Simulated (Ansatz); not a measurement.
A set of 12 reactions (ligand exchange), with CCSD(T)/CBS values in kJ/mol:

```csv
reaction,ΔE
`N[SiH2]C#C[SiH](N)O` + `N[SiH2]S` → `N[SiH2]S[SiH](N)O` + `C#C[SiH2]N`,-46.4
`[NH2][SbH][SiH3]` + `O=C[SiH](O)Cl` → `O=C[SiH](Cl)O[SiH3]` + `[NH2][SbH2]`,-72.0
`[Cl][GeH3]` + `CN[SiH3]` → `C[N]([SiH3])[GeH3]` + HCl,57.4
`[AlH2][O][SnH2][SiH3]` + H₂S → `[SiH3][SnH2][SH]` + `[OH][AlH2]`,-29.9
`OC(O)[O][GeH3]` + `OCBCl` → `ClBC[O][GeH3]` + `OC(O)O`,13.3
`[CH3][Ge]([SH])([Cl])[Cl]` + CH₃OH → `C[O][Ge]([SH])([Cl])[Cl]` + CH₄,-40.4
`F[CH2][GaH][F]` + NH₃ → `[NH2][GaH][CH2]F` + H–F,42.6
`C[SiH2]N[SiH2]Cl` + H₂S → `S[SiH2]Cl` + `C[SiH2]N`,17.2
`[BH2][Al]([CH3])[CH3]` + `F[SiH2][SeH]` → `B[Se][SiH2]F` + `[CH3][AlH][CH3]`,-119.1
`BC1=C[SiH2]O1` + `[CH3][Al]([CH3])[NH2]` → `B[NH][Al]([CH3])[CH3]` + `C1=C[SiH2]O1`,-109.7
`N[Si](O)(Cl)Br` + H–F → `O[Si](F)(Cl)Br` + NH₃,-72.2
`[BH2][AlH][SbH2]` + CH₃SH → `[BH2][AlH][S]C` + `[SbH3]`,-41.7
```

Gas-phase electronic energies from Ansatz, PBE0-D4/def2-TZVP geometries. CCSD(T)/CBS adds triple-zeta CCSD(T) − MP2 to the extrapolated MP2 energy (def2 sets, frozen cores). This one scheme is used for every species. Functionals use def2-TZVPP. B3LYP here is the variant with VWN-RPA as its local correlation; programs differ in this. Elements past krypton have def2 core potentials. For Br, Ga, Ge, Sb, Se, Sn outer-core shells are correlated without core-valence functions, which leaves a few kJ/mol of doubt a bond. Scalar relativity is left out up to krypton. One conformer a species, not always the lowest.

Question: Give the mean, mean absolute and largest difference (level minus CCSD(T)/CBS, kJ/mol) for: PBE-D4, r2SCAN-D4, ωB97M-V, B2PLYP, PBE0, B3LYP, HF/def2-TZVPP, MP2/def2-TZVPP, CCSD(T)/def2-TZVPP, HF/def2-QZVPP, MP2/def2-QZVPP, SCS-MP2/def2-QZVPP, MP2/CBS(def2), CCSD/CBS(def2). (Best estimate.)

Answer: Computed: 
```tsv
level	mean	mean absolute	largest
PBE-D4	2.3	6.3	22.6
r2SCAN-D4	0.2	5.0	14.5
ωB97M-V	0.0	3.8	12.3
B2PLYP	0.6	4.6	14.0
PBE0	2.6	6.9	15.9
B3LYP	2.6	6.4	18.9
HF/def2-TZVPP	2.0	12.0	-29.6
MP2/def2-TZVPP	-2.3	3.3	-10.1
CCSD(T)/def2-TZVPP	-0.6	2.9	-5.2
HF/def2-QZVPP	2.2	12.9	-31.8
MP2/def2-QZVPP	-1.9	2.3	-10.3
SCS-MP2/def2-QZVPP	-0.7	3.6	-10.3
MP2/CBS(def2)	-1.7	2.7	-10.8
CCSD/CBS(def2)	0.7	1.9	4.4
```

The largest T1 diagnostic in the set is 0.014, for `[AlH2][O][SnH2][SiH3]` (customary mark 0.02).

CCSD(T)/CBS is a level of theory with its own doubt, and the functionals carry their triple-zeta basis error, so these figures describe this set and don't rank the functionals.
